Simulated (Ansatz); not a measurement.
The first iterations of a band of C2H7BrSi2 (12 atoms, charge 0, multiplicity 1).

Theory: Ansatz, RKS PBE0-D4/def2-SVP.

```yaml
movable_images: 2
climbing_image: yes
spring: 5.0 eV/Å²
optimiser: quadratic models (default)
start_path: through a guess of the saddle point
force_threshold: 0.05 eV/Å
iteration_limit: 60
end_points: relaxed
```

Image 0:

```xyz
12
Properties=species:S:1:pos:R:3
Si -1.577 0.715 -0.613
C -0.837 -0.934 -0.095
C 0.399 -1.158 0.387
Si 1.736 0.122 0.671
Br 2.283 1.090 -1.270
H -0.766 1.849 -0.080
H -2.968 0.803 -0.074
H -1.645 0.804 -2.104
H -1.497 -1.808 -0.215
H 0.679 -2.194 0.629
H 1.313 1.207 1.600
H 2.957 -0.550 1.197
```

Image 3:

```xyz
12
Properties=species:S:1:pos:R:3
Si -1.399 0.581 -1.036
C -0.865 -0.914 -0.027
C 0.305 -1.088 0.614
Si 1.729 0.126 0.687
Br 1.053 2.028 1.651
H -0.220 1.420 -1.402
H -2.380 1.401 -0.264
H -2.068 0.097 -2.282
H -1.606 -1.724 0.046
H 0.451 -2.022 1.177
H 2.818 -0.442 1.530
H 2.259 0.480 -0.659
```

| iteration | highest image above the first end (eV) | largest band force component (eV/Å) |
| --- | --- | --- |
| 1 | 3.681 | 11.111 |
| 2 | 1.298 | 4.373 |

Does the band converge within its limit, and where does its top end?

The forces met the threshold. It ended after 7 iterations with the highest image 0.124 eV above the first end. The order of the stationary point at the top wasn't checked. Another band between the same ends, with other settings, climbed to 0.05 eV only, so this may not be the lowest route. So few images can step over the top or miss a turn of the path.

Time of the run: 63 s on 2 threads of Arm Neoverse V2, on a shared host, peak memory 0.36 GiB.
